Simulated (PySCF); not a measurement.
**C21H11N: Orbital levels and atomic charges**

System: C21H11N (substituted PAH), SMILES N#Cc1cc2cccc3c4cccc5cccc(c(c1)c23)c54.

Cartesian coordinates (Å):
```
  1 N     4.6211    3.8386    0.2176
  2 C     3.9020    2.9463    0.1840
  3 C     3.0245    1.8383    0.1426
  4 C     3.5338    0.5592    0.1646
  5 C     2.6619   -0.5413    0.1229
  6 C     3.1769   -1.8527    0.1446
  7 C     2.3287   -2.9233    0.1032
  8 C     0.9499   -2.7253    0.0401
  9 C     0.3905   -1.4584    0.0160
 10 C    -1.0513   -1.2481   -0.0502
 11 C    -1.9466   -2.3032   -0.0945
 12 C    -3.3240   -2.0969   -0.1577
 13 C    -3.8299   -0.8273   -0.1784
 14 C    -2.9636    0.2826   -0.1366
 15 C    -3.4788    1.5932   -0.1587
 16 C    -2.6339    2.6668   -0.1167
 17 C    -1.2543    2.4738   -0.0538
 18 C    -0.6950    1.2076   -0.0300
 19 C     0.7475    0.9971    0.0359
 20 C     1.6383    2.0526    0.0789
 21 C     1.2558   -0.3322    0.0579
 22 C    -1.5584    0.0793   -0.0713
 23 H     4.6002    0.3949    0.2143
 24 H     4.2463   -1.9931    0.1930
 25 H     2.7174   -3.9310    0.1195
 26 H     0.3231   -3.6015    0.0101
 27 H    -1.5960   -3.3223   -0.0794
 28 H    -3.9842   -2.9509   -0.1898
 29 H    -4.8953   -0.6567   -0.2275
 30 H    -4.5485    1.7329   -0.2070
 31 H    -3.0247    3.6734   -0.1335
 32 H    -0.6308    3.3523   -0.0235
 33 H     1.2977    3.0751    0.0638
```

Method: PBE0/def2-SVP, gas phase, PySCF, fitting set def2-universal-JFIT up to Ne and JKFIT beyond, grid level 1.

Task: Give the orbital energies near the gap.

Result: 
```tsv
orbital	eV
HOMO-4	-7.80
HOMO-3	-7.74
HOMO-2	-7.63
HOMO-1	-7.47
HOMO	-5.81
LUMO	-2.54
LUMO+1	-1.40
LUMO+2	-0.75
LUMO+3	-0.63
```

Task: Give the partial charges of the non-hydrogen atoms.

Result: 
| atom | Mulliken | IAO | Hirshfeld |
| --- | --- | --- | --- |
| N1 | 0.01 | -0.23 | -0.22 |
| C2 | -0.08 | 0.13 | 0.08 |
| C3 | -0.10 | -0.05 | 0.01 |
| C4 | -0.01 | -0.12 | -0.03 |
| C5 | 0.03 | 0.01 | 0.00 |
| C6 | -0.01 | -0.14 | -0.04 |
| C7 | 0.02 | -0.14 | -0.04 |
| C8 | -0.07 | -0.14 | -0.04 |
| C9 | 0.05 | 0.00 | 0.00 |
| C10 | 0.06 | 0.00 | 0.00 |
| C11 | -0.07 | -0.14 | -0.04 |
| C12 | 0.02 | -0.14 | -0.05 |
| C13 | -0.02 | -0.14 | -0.04 |
| C14 | 0.01 | 0.00 | 0.00 |
| C15 | -0.02 | -0.14 | -0.04 |
| C16 | 0.02 | -0.14 | -0.05 |
| C17 | -0.07 | -0.14 | -0.04 |
| C18 | 0.05 | 0.00 | 0.00 |
| C19 | 0.09 | 0.01 | 0.01 |
| C20 | -0.05 | -0.14 | -0.04 |
| C21 | 0.01 | 0.00 | 0.01 |
| C22 | 0.04 | 0.00 | 0.00 |
